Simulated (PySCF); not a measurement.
## Working out the ionisation energy of Sb

Sb [Kr] 4d10 5s2 5p3 (4S) → Sb⁺ [Kr] 4d10 5s2 5p2 (3P). Computed with PySCF 2.14 in aug-cc-pVTZ-PP with one added diffuse shell each of d, f type with ECP28MDF (6s5p5d3f, 67 functions), with a scalar-relativistic core potential. Frozen: 4s2 4p6 4d10. Energies in hartree (1 hartree = 27.21139 eV):

```csv
part,Sb (lower),Sb⁺ (upper)
UHF,-239.277766,-238.962345
MP2 opposite-spin,-0.044741,-0.038268
MP2 same-spin,-0.016541,-0.007643
```

Task: What does Hartree-Fock give?

Result: (-238.962345) − (-239.277766) = 0.315421 hartree = 8.583 eV.

Task: What do MP2 and SCS-MP2 (6/5 opposite-spin, 1/3 same-spin) give?

Result: The opposite-spin parts differ by 0.176 eV and the same-spin parts by 0.242 eV. MP2: 8.583 + (0.176) + (0.242) = 9.001 eV. SCS-MP2: 8.583 + 1.2 × (0.176) + (0.242)/3 = 8.875 eV.

Measured between the centres of the two terms (NIST): 9.124 eV, so MP2 (valence) is off by -0.123 eV.

What remains against the reference includes basis incompleteness, the frozen core and correlation beyond second order.
